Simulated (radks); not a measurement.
Values are calculated unless marked as measured or tabulated.
Valence configurations of Mn+ (all share [Ar]). Code: a radial shooting solver on a logarithmic mesh with Libxc functionals. Model: scalar-relativistic Kohn-Sham, PBE, spin-polarised, spherical densities, finite nucleus; open shells are filled with parallel spins first; Fermi nuclear charge, rms radius 3.7057 fm. Energies are relative to 3d5 4s1; eigenvalues in eV for spin up.

| valence | E (eV) | moment (Bohr magnetons) | e(3d) | e(4p) | e(4s) |
|---|---|---|---|---|---|
| 3d5 4s1 | 0.000 | 6 | -16.353 | - | -12.617 |
| 3d5.5 4s0.5 | 0.759 | 5 | -13.946 | - | -11.709 |
| 3d5 4s0.5 4p0.5 | 2.467 | 6 | -17.009 | -8.048 | -13.005 |
| 3d4.5 4s1.5 | 3.398 | 5 | -18.937 | - | -13.307 |
| 3d4.5 4s1 4p0.5 | 4.873 | 6 | -19.567 | -8.693 | -13.920 |
| 3d5 4p1 | 4.955 | 6 | -17.649 | -8.384 | - |
| 3d4 4s2 | 7.403 | 4 | -21.717 | - | -13.947 |
| 3d4.5 4s0.5 4p1 | 7.496 | 6 | -20.200 | -9.017 | -14.281 |
| 3d4 4s0.5 4p1.5 | 13.683 | 6 | -23.557 | -9.961 | -15.531 |
| 3d3 4s1 4p2 | 26.814 | 6 | -30.130 | -11.496 | -17.650 |

NIST lists [Ar] 3d5 4s1 as the ground configuration; this level of theory agrees among the configurations tried. The energies are those of spherical high-spin densities, not of single terms.
